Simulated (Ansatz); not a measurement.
Species: CH4BCl, charge 0, singlet. CH4BCl (SMILES CBCl).
B3LYP-D3(BJ)/def2-TZVP minimum from Ansatz (a first-principles code):
```
C
H 1 1.0892
H 1 1.0964 2 108.96
H 1 1.0964 2 108.96 3 -113.97
B 1 1.5502 2 114.88 3 123.02
H 5 1.1892 1 122.68 2 -180.00
Cl 5 1.7595 6 115.60 1 180.00
```

Total energies in hartree (Ansatz). Radicals and triplets start from unrestricted determinants; spin-orbit coupling is neglected. Correlated methods leave the cores frozen. No relativity. For partners of very few electrons the exact lower level stands in for a higher one.

| species | HF/cc-pV(T+d)Z | CCSD(T)/cc-pV(T+d)Z | HF/cc-pV(Q+d)Z | CCSD(T)/cc-pV(Q+d)Z | CCSD(T)/cc-pV(D+d)Z | CCSDT(Q)/cc-pV(D+d)Z |
|---|---|---|---|---|---|---|
| 1: CH4BCl (SMILES CBCl) | -524.46657 | -524.99604 | -524.47425 | -525.03833 | -524.85350 | -524.85508 |
| 2: B (doublet) | -24.53207 | -24.59810 | -24.53297 | -24.60084 | -24.58941 | -24.58977 |
| 3: H (doublet) | -0.49981 | -0.49981 | -0.49995 | -0.49995 | -0.49928 | -0.49928 |
| 4: Cl (doublet) | -459.48556 | -459.67356 | -459.48916 | -459.69449 | -459.60403 | -459.60445 |
| 5: C (triplet) | -37.69157 | -37.78076 | -37.69331 | -37.78654 | -37.76038 | -37.76071 |

### Question
Work out the atomisation energy (electronic, to ground-state atoms) in kcal/mol: take Hartree-Fock from cc-pV(Q+d)Z, extrapolate the CCSD(T) correlation energy as X^-3 (X = 3, 4), and add CCSDT(Q) - CCSD(T) in cc-pV(D+d)Z. 1 hartree = 627.51 kcal/mol.

### Answer

Species 1: correlation (64·(-0.56408) - 27·(-0.52947))/37 = -0.58934; step -0.00158; E1 = -524.47425 + (-0.58934) + (-0.00158) = -525.06517
Species 2: correlation (64·(-0.06787) - 27·(-0.06603))/37 = -0.06921; step -0.00036; E2 = -24.53297 + (-0.06921) + (-0.00036) = -24.60254
Species 3: correlation (64·(0.00000) - 27·(0.00000))/37 = 0.00000; step +0.00000; E3 = -0.49995 + (0.00000) + (+0.00000) = -0.49995
Species 4: correlation (64·(-0.20533) - 27·(-0.18800))/37 = -0.21798; step -0.00042; E4 = -459.48916 + (-0.21798) + (-0.00042) = -459.70756
Species 5: correlation (64·(-0.09323) - 27·(-0.08919))/37 = -0.09618; step -0.00033; E5 = -37.69331 + (-0.09618) + (-0.00033) = -37.78982
-1·E1 +1·E2 +4·E3 +1·E4 +1·E5 = 0.96545 hartree = 605.8 kcal/mol.
